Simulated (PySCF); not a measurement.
Species: C₅H₄O₂.
Atom-mapped SMILES: `[CH3:1][c:2]1[c:3]([CH:4]=[O:5])[c:6]1=[O:7]` (hydrogens: H8, H9, H10 on C1; H11 on C4)

Computed by this run: PBE0-D3(BJ)/def2-SVP geometry optimisation, gas phase in PySCF; density fitting, grid level 2; the optimiser is geomeTRIC in internal coordinates, started from a GFN2-xTB structure.

Step 0: E = -9324.0910 eV
```
atom  x, y, z in Å  |  force x, y, z in eV/Å
C1     -1.4889   -0.4781   -0.2482    0.161   0.019   0.032
C2     -0.2584    0.3130   -0.1802    0.584  -0.077   0.132
C3      1.0862    0.2504    0.0190   -1.411   0.764  -0.597
C4      2.2831   -0.4858    0.3058    0.692  -0.463   0.392
O5      2.9951   -1.0382   -0.4906   -0.041  -0.039  -0.211
C6      0.4247    1.5419   -0.2258    0.460  -0.727   0.184
O7      0.5470    2.7176   -0.3365   -0.128   0.811  -0.126
H8     -1.3172   -1.4965    0.0948   -0.003  -0.348   0.091
H9     -1.8344   -0.5042   -1.2821   -0.178  -0.022  -0.346
H10    -2.2688   -0.0081    0.3495   -0.292   0.133   0.178
H11     2.5358   -0.4455    1.3893    0.156  -0.051   0.271
```

Step 1: E = -9324.1429 eV
```
atom  x, y, z in Å  |  force x, y, z in eV/Å
C1     -1.4615   -0.4907   -0.2747    0.002  -0.064  -0.066
C2     -0.2387    0.3235   -0.1987    0.031   0.156   0.174
C3      1.0795    0.3252    0.0993    0.319  -0.286  -0.104
C4      2.2828   -0.4926    0.3733   -0.219   0.050  -0.184
O5      2.7994   -1.1593   -0.4837    0.052  -0.029   0.109
C6      0.4446    1.5737   -0.2325   -0.380   0.189   0.030
O7      0.4790    2.7612   -0.3870    0.117  -0.038  -0.026
H8     -1.2719   -1.5385   -0.0034   -0.017   0.004  -0.011
H9     -1.8706   -0.4514   -1.2967    0.007   0.007   0.016
H10    -2.2300   -0.0692    0.3920    0.017  -0.004  -0.015
H11     2.6918   -0.4155    1.4070    0.071   0.014   0.077
```

Step 2: E = -9324.1441 eV
```
atom  x, y, z in Å  |  force x, y, z in eV/Å
C1     -1.4619   -0.4908   -0.2741   -0.004  -0.011  -0.075
C2     -0.2430    0.3304   -0.1969    0.031   0.063   0.205
C3      1.0784    0.3244    0.0898    0.231  -0.246  -0.441
C4      2.2783   -0.4968    0.3551    0.116  -0.008   0.342
O5      2.8262   -1.1963   -0.4544   -0.221   0.090  -0.139
C6      0.4365    1.5807   -0.2284   -0.214   0.116   0.075
O7      0.4802    2.7681   -0.3789    0.071  -0.077  -0.019
H8     -1.2685   -1.5412   -0.0170    0.009   0.008  -0.005
H9     -1.8767   -0.4405   -1.2928   -0.003   0.005  -0.002
H10    -2.2279   -0.0796    0.4008   -0.004  -0.002   0.000
H11     2.6826   -0.3919    1.3917   -0.012   0.063   0.059
```

Step 3: E = -9324.1514 eV
```
atom  x, y, z in Å  |  force x, y, z in eV/Å
C1     -1.4586   -0.4926   -0.2747   -0.008   0.009  -0.073
C2     -0.2414    0.3317   -0.1956    0.048   0.012   0.176
C3      1.0800    0.3240    0.0931    0.067  -0.041  -0.260
C4      2.2763   -0.4958    0.3649   -0.007   0.037   0.176
O5      2.7960   -1.1906   -0.4662   -0.019  -0.029  -0.042
C6      0.4351    1.5820   -0.2291   -0.109   0.025   0.077
O7      0.4846    2.7684   -0.3823    0.041  -0.041  -0.019
H8     -1.2640   -1.5424   -0.0171    0.014   0.005  -0.001
H9     -1.8709   -0.4432   -1.2943   -0.005   0.003  -0.007
H10    -2.2270   -0.0826    0.3977   -0.011  -0.003   0.006
H11     2.6939   -0.3926    1.3985   -0.011   0.022  -0.034
```

Question: Estimate the geometry and energy of step 4. (The exact step hangs on the optimiser's Hessian estimate; all steps are aligned on step 3, rigid shifts and turns removed.)

Answer: E = -9324.1547 eV, largest force 0.200 eV/Å
```
atom  x, y, z in Å  |  force x, y, z in eV/Å
C1     -1.4583   -0.4927   -0.2765    0.001   0.014  -0.051
C2     -0.2410    0.3317   -0.1907    0.006  -0.017   0.121
C3      1.0821    0.3229    0.0901   -0.029   0.038  -0.194
C4      2.2757   -0.4955    0.3660    0.006   0.022   0.129
O5      2.7802   -1.2106   -0.4576    0.009  -0.043  -0.019
C6      0.4309    1.5824   -0.2247    0.014  -0.032   0.068
O7      0.4870    2.7678   -0.3790   -0.002   0.010  -0.015
H8     -1.2603   -1.5440   -0.0283    0.006  -0.003   0.001
H9     -1.8705   -0.4349   -1.2958    0.002   0.004  -0.005
H10    -2.2280   -0.0907    0.3994   -0.004  -0.004   0.006
H11     2.7065   -0.3701    1.3920   -0.008   0.010  -0.042
```

The energy changes by -0.0034 eV. The first-order estimate −F·Δx gives -0.0043 eV and the mean of the old and new forces, exact on a quadratic surface, -0.0034 eV. The step makes an angle of 76° with the force vector and moves no atom by more than 0.027 Å.

The cost below is that of the whole optimisation. Hardware: Arm Neoverse V2, one thread, shared host. Cost: 1.8 min of wall time, 0.61 GiB resident at most.
